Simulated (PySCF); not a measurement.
**How methods differ on the ionisation energy of Ca**

Ca [Ar] 4s2 (1S) → Ca+ [Ar] 4s1 (2S), as a difference of total energies. Calculation: PySCF 2.14, in cc-pVTZ-X2C (6s5p3d1f, 43 functions); scalar relativity by spin-free X2C-1e. Correlated levels: valence: [Ar] frozen. The calculations carry no spin-orbit coupling.

```
           method  ionisation energy (eV)
              UHF                   5.141
            M06-L                   6.114
             BP86                   6.207
    MP2 (valence)                   5.684
SCS-MP2 (valence)                   5.793
   CCSD (valence)                   5.920
```

How much does correlation contribute at MP2 (valence)?

5.684 − (5.141) = 0.543 eV, measured against UHF.

Errors of the correlated levels include the incompleteness of this basis and the frozen core.

With two correlated electrons CCSD is exact in that space.

For comparison: 6.113 eV (measured; NIST Atomic Spectra Database, ionization energies).
